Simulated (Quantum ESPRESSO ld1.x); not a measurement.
Values are calculated unless marked as measured or tabulated.
Q: All-electron atom: the holmium ion Ho+ in [Xe] 4f11 6s1 (the NIST ground configuration). Level of theory: Dirac Kohn-Sham, LDA (Slater exchange, Perdew-Zunger correlation), spin-unpolarised, spherical densities, point nucleus; open shells fill j = l - 1/2 first (ld1.x of Quantum ESPRESSO 7.5). Some entries of the table are withheld. Estimate them.

orbital,occ.,eigenvalue (eV),<r> (bohr),<r^2> (bohr^2)
1s1/2,2,-55392.9,0.02075,0.0005888
2s1/2,2,-9266.63,0.08758,0.009120
2p1/2,2,-8822.87,0.07293,0.006586
2p3/2,4,-7966.87,0.08009,0.007808
3s1/2,2,-2073.94,0.2297,0.06041
3p1/2,2,(1),0.2193,0.05596
3p3/2,4,(2),0.2328,0.06287
3d3/2,4,-1366.24,0.2054,0.04965
3d5/2,6,-1327.15,0.2096,0.05157
4s1/2,2,-414.244,0.5191,0.3045
4p1/2,2,-337.062,0.5287,0.3185
4p3/2,4,-296.793,0.5600,0.3572
4d3/2,4,(3),0.5905,0.4053
4d5/2,6,(4),0.6016,0.4207
5s1/2,2,-57.0601,1.277,1.839
5p1/2,2,-36.2185,1.444,2.376
5p3/2,4,-31.1475,1.555,2.759
4f5/2,6,-10.3985,0.8402,(5)
4f7/2,5,-9.4198,0.8612,(6)
6s1/2,1,-9.2237,3.627,14.80
5d3/2,0,(7),2.724,8.978
5d5/2,0,(8),2.810,9.547
6p1/2,0,(9),(10),22.90
6p3/2,0,(11),(12),25.60

A: 
(1) 3p1/2 eigenvalue (eV): -1879.45
(2) 3p3/2 eigenvalue (eV): -1700.73
(3) 4d3/2 eigenvalue (eV): -169.542
(4) 4d5/2 eigenvalue (eV): -162.238
(5) 4f5/2 <r^2> (bohr^2): 0.9727
(6) 4f7/2 <r^2> (bohr^2): 1.033
(7) 5d3/2 eigenvalue (eV): -7.2036
(8) 5d5/2 eigenvalue (eV): -6.9300
(9) 6p1/2 eigenvalue (eV): -5.9064
(10) 6p1/2 <r> (bohr): 4.507
(11) 6p3/2 eigenvalue (eV): -5.4700
(12) 6p3/2 <r> (bohr): 4.769
